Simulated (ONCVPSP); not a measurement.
# Before and after: ONCV potential for tin (Sn)

tin (Sn), optimised norm-conserving Vanderbilt (ONCV), made with ONCVPSP 4.0.1 (PBE, scalar-relativistic). Core [Kr], reference 4d10 5s1.75 5p2.25. Waves: 5s: rc 1.70 bohr, ncon 4, nbas 8, qcut 3.2 1/bohr, 1 projector; 5p: rc 2.20 bohr, ncon 3, nbas 8, qcut 4.4 1/bohr, 1 projector; 4d: rc 1.15 bohr, ncon 4, nbas 8, qcut 9.3 1/bohr, 2 projectors, debl 3.6 Ha. Local part: polynomial inside 0.75 bohr (lpopt 5, dvloc0 1 Ha). Core correction: none.

Change: local potential polynomial inside 0.75 bohr (lpopt 5, dvloc0 2 Ha).

Cutoffs: the cutoffs (Ha) at which the residual kinetic energy of the hardest occupied pseudo-wave falls to 1 and 0.1 mHa per electron; they do not see the model core or the augmentation charge, which bear on the density cutoff. Errors are all-electron minus pseudo energies relative to the spin-unpolarised reference configuration.

Question: How do hardness, ghosts and transferability respond?

Answer: The potential gets neither clearly harder nor softer (41 Ha and 99 Ha → 41 Ha and 99 Ha); both files keep a bound ghost (p, s); of the 4 tests that both files solve, the error grows in 2 and shrinks in 1 by more than 15 % and 0.3 meV (median size 1.7 → 1.3 meV).

```csv
quantity,base,changed
"cutoff, loose",41 Ha,41 Ha
"cutoff, tight",99 Ha,99 Ha
bound ghosts,"s, p","s, p"
GHOST(+) flags under 300 eV,none,none
"error for 4d10 5s2 5p2, meV [ΔE -1.72 eV]",+0.1,+0.1
"error for 4d10 5s2 5p1, meV [ΔE 5.15 eV]",-1.6,-2.0
"error for 4d10 5s2 5p0, meV [ΔE 19.11 eV]",-8.5,-12
"error for 4d10 5s1 5p2, meV [ΔE 12.80 eV]",+1.8,+0.6
s: phases at 1.73 bohr within 0.05 rad from the reference energy up to (Ha; the scan ends near 5),to the end of the scan,to the end of the scan
p: phases at 2.23 bohr within 0.05 rad from the reference energy up to (Ha; the scan ends near 5),1.1,1.1
d: phases at 1.16 bohr within 0.05 rad from the reference energy up to (Ha; the scan ends near 5),to the end of the scan,to the end of the scan
```

 A true bound ghost makes a file unfit for plane-wave use even where its test errors are small: the radial tests pick states by their node count and pass the ghost by.
